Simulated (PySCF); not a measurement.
The PySCF input:
```python
from pyscf import gto, scf, dft

mol = gto.M(
    atom='''
Si    0.02863441   -0.01627765    0.49106656
Cl   -1.24158057   -1.43679456   -0.14881741
Cl   -0.64009829    1.79232122   -0.07685298
Cl    1.85144867   -0.33834186   -0.29276296
H     0.11303141   -0.06425436    1.93843503
''',
    basis='pcseg-1',
    verbose=5,
)

mf = dft.RKS(mol)
mf.xc = 'tpssh'
mf.kernel()
mf.analyze()
```

Task: Predict the HOMO energy from TPSSH/pcseg-1 run with PySCF.

Result: -8.83 eV

Task: What number of basis functions does TPSSH/pcseg-1 give?

Result: 77
